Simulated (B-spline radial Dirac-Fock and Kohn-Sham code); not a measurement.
Photoemission from W⁶⁺ at Ga Kα (9251.7 eV), detector at θ = 45°, φ = 0°

System: W⁶⁺ in the configuration [Xe] 4f14. Level of theory: Dirac-Hartree-Slater photoionisation with a Latter tail; cross sections with all multipoles, angular parameters from the dipole term and its interference with E2; a radial finite-basis atomic code. Thresholds are orbital energies of the model. For linearly polarised light dσ/dΩ = σ/(4π) [1 + β P₂(cos θ) + (δ + γ cos²θ) sin θ cos φ], with θ from the polarisation vector and φ the angle between the beam and the projection of the electron momentum on the plane normal to the polarisation. The dipole factor is 1 + βP₂ and the non-dipole term is the rest of the bracket. Open shells are filled statistically over j.

The run's input, task.json:

```json
{"items": [{
  "Z": 74,
  "q": 6,
  "cfg": [[1, 0, 2], [2, 0, 2], [2, 1, 6], [3, 0, 2], [3, 1, 6], [3, 2, 10], [4, 0, 2], [4, 1, 6], [4, 2, 10], [4, 3, 14], [5, 0, 2], [5, 1, 6]],
  "A": 184,
  "rrms": 5.3658,
  "do": "xps",
  "hv": [58.3, 60, 61.8, 71.3, 80, 96.2, 103.0, 105.0, 158.0, 167.0, 200, 221.0, 231.0, 290.0, 300, 324.0, 388.0, 600, 641.0, 800, 971.0, 1000, 1240.0, 3430.0, 4910.0, 5840.0, 9251.7, 11200.0, 12000.0, 13700.0]
}]}
```

Launch: `python xray2_run.py task.json out`

```
subshell  threshold (eV)  σ (kb)     β      γ       δ  dipole factor  non-dipole term  dσ/dΩ (kb/sr)
      3s          2877.8    4.20  1.95  -0.15  -0.002          1.488           -0.056          0.479
   3p1/2          2649.3    5.11  1.57   0.42   0.010          1.392           +0.157          0.629
   3p3/2          2351.9    8.74  1.68   0.53   0.027          1.420           +0.207           1.13
   3d3/2          1961.9    4.12  1.20   1.37   0.170          1.300           +0.603          0.624
   3d5/2          1896.7    5.42  1.09   1.36   0.189          1.272           +0.613          0.814
      4s           665.5    1.10  1.95  -0.15  -0.002          1.488           -0.055          0.126
   4p1/2           569.4    1.17  1.58   0.60   0.007          1.394           +0.216          0.150
   4p3/2           500.1    1.95  1.69   0.70   0.022          1.422           +0.264          0.261
   4d3/2           340.5   0.812  1.18   1.44   0.156          1.294           +0.618          0.124
   4d5/2           327.6    1.06  1.05   1.40   0.180          1.263           +0.623          0.159
   4f5/2           125.5  0.0590  0.68   1.51   0.437          1.170           +0.844        0.00946
   4f7/2           123.1  0.0720  0.66   1.48   0.451          1.165           +0.843         0.0115
      5s           163.1   0.213  1.95  -0.14  -0.002          1.488           -0.052         0.0243
   5p1/2           132.9   0.195  1.58   0.63   0.007          1.394           +0.228         0.0252
   5p3/2           121.4   0.321  1.69   0.73   0.022          1.423           +0.275         0.0433
```

Values without a named source are computed, but for edge energies of neutral atoms, which are taken from tables.
